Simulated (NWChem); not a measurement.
Species: CH2N, doublet; SMILES C=[N]

All runs: NWChem. Spin-unrestricted. Medium grid unless said otherwise, to which SCAN and Minnesota functionals are sensitive. In the optimisation the excess spin sits in b2 (C2v, its own frame). Geometry: optimised at PBE0/def2-SVP, spin-unrestricted. No stability test was run on the SCF state. Level r2SCAN/def2-TZVP: single points from the atomic guess with DIIS by default; each run changes one setting, and all converged runs end within 0.3 mHa of each other.

Task: Which setting needs the most SCF iterations, or fails (defaults; DIIS on 20 Fock matrices; no level shifting; level shift of 0.5 Ha throughout; no DIIS, 40 % damping; DIIS on 3 Fock matrices)?

Result: no DIIS, 40 % damping, which doesn't converge.
```csv
setting,SCF iterations
defaults,11
level shift of 0.5 Ha throughout,17
DIIS on 3 Fock matrices,12
DIIS on 20 Fock matrices,9
no level shifting,11
"no DIIS, 40 % damping",not converged in 200
```
